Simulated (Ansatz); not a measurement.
Energy needed to pull apart CH2NSb (SMILES N#[C][SbH2]), closed shell, into free ground-state atoms, from the structure below (displaced at random from a GFN2-xTB minimum); no zero-point or spin–orbit terms; open-shell atoms are treated unrestricted, in their ground-state multiplicity.

N1  (1.247, -1.203, 1.365)
C2  (0.748, -0.660, 0.503)
Sb3  (-0.110, 0.326, -1.123)
H4  (-1.630, -0.162, -0.555)
H5  (-0.257, 1.718, -0.173)
(Å)

Program: Ansatz 0.2.0. Basis: def2-TZVPP. Cores are frozen in the correlated methods. Filled d shells of the heavier atoms are correlated. Core potentials replace the inner electrons of the atoms past krypton. The def2 sets are not built for correlating such inner shells, so the correlated values are less sure here.

| method | atomization energy (kJ/mol) |
| --- | --- |
| PBE-D4 | ? |
| r2SCAN-D4 | 1640 |
| B97M-V | 1681 |
| PBE0-D4 | 1653 |
| wB97X-V | 1684 |
| wB97M-V | 1667 |
| HF | 993 |
| MP2 | 1622 |
| CCSD | ? |
| CCSD(T) | 1599 |

(1) What does CCSD give? (An estimate is asked for; the value comes from the calculation.)

(2) What does PBE-D4 give? (An estimate is asked for; the value comes from the calculation.)

The T1 diagnostic stays at or below 0.015.

Results:

(1) By the calculation: 1552 kJ/mol, which is about 47 kJ/mol less than CCSD(T)/def2-TZVPP.

(2) The calculation gives: 1730 kJ/mol, which is about 131 kJ/mol more than CCSD(T)/def2-TZVPP.

In triple zeta the MP2 and coupled-cluster atomization energies are still short of their basis limit by a few kcal/mol a bond, whereas those of the functionals are nearly converged, so these differences are not deviations from converged CCSD(T).

For scale, one of the runs: CCSD(T)/def2-TZVPP forces, 140 basis functions (an equivalent command: `ansatz run in.yaml --threads 4`). Hardware: 4 CPU threads, shared host. Wall time 56 s; peak host memory 1.6 GiB.
